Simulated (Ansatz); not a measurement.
Geometry optimisation, RKS PBE0-D4/def2-SVP in Ansatz 0.2.0.

Input:

```yaml
crystal:
  periodic: [false, false, false]
  atoms:
    - { symbol: Zn, position_ang: [-0.777133, 0.599867, -0.893834] }
    - { symbol: Br, position_ang: [-0.285753, -2.958082, 0.061337] }
    - { symbol: Cl, position_ang: [-2.233832, 0.670597, -2.431967] }
    - { symbol: H, position_ang: [0.134669, -1.566143, 0.324659] }
    - { symbol: C, position_ang: [0.58226, 0.756481, 0.520687] }
    - { symbol: H, position_ang: [0.157084, 1.354114, 1.344051] }
    - { symbol: H, position_ang: [1.440914, 1.312635, 0.110115] }
    - { symbol: H, position_ang: [0.98189, -0.169469, 0.964852] }
basis:
  gaussian: { orbitals: def2-SVP }
hamiltonian:
  xc: pbe0
  dispersion: d4
relax:
  f_tol: 0.03
  max_steps: 50
```

Launched with:

```bash
$ ansatz run input.yaml --threads 2 --pin off --max-ram 3072MiB --backend cpu --events-out ev --progress --plain --runs-dir out
```

**Question.** Where does it end, and by what steps?

**Answer.** The run converged. The force dipped under the threshold on the way, but the program's further checks kept it going. After 22 steps the energy has fallen by 0.218 eV; H4 moved furthest, 1.44 Å. Joined: Zn1–Br2.

| step | energy less start (eV) | largest force component (eV/Å) | accepted |
| --- | --- | --- | --- |
| 0 | 0.0000 | 1.046 | yes |
| 1 | -0.0361 | 0.263 | yes |
| 2 | -0.0448 | 0.093 | yes |
| 3 | -0.0518 | 0.038 | yes |
| 4 | -0.0371 | 1.016 | no |
| 5 | -0.0634 | 0.133 | yes |
| 6 | -0.0750 | 0.332 | yes |
| 7 | -0.0872 | 0.630 | yes |
| 8 | -0.1348 | 0.228 | yes |
| 9 | -0.1425 | 0.770 | yes |
| 10 | -0.1833 | 0.269 | yes |
| 11 | -0.1933 | 0.133 | yes |
| 12 | -0.2005 | 0.189 | yes |
| 13 | -0.2061 | 0.159 | yes |
| 14 | -0.2098 | 0.153 | yes |
| 15 | -0.2124 | 0.153 | yes |
| 16 | -0.2146 | 0.125 | yes |
| 17 | -0.2158 | 0.117 | yes |
| 18 | -0.2171 | 0.067 | yes |
| 19 | -0.2176 | 0.013 | yes |
| 20 | -0.2179 | 0.016 | yes |
| 21 | -0.2180 | 0.033 | yes |
| 22 | -0.2180 | 0.013 | yes |

```xyz
8
Properties=species:S:1:pos:R:3
Zn -0.548 0.505 -0.854
Br -0.987 -2.421 -0.288
Cl -1.956 0.140 -2.417
H -0.208 -2.872 0.819
C 0.730 1.077 0.481
H 0.316 0.950 1.494
H 0.997 2.138 0.352
H 1.655 0.482 0.414
```

Run time: 3 min on 2 threads of Arm Neoverse N1, with other jobs on the host, peak memory 0.3 GiB.
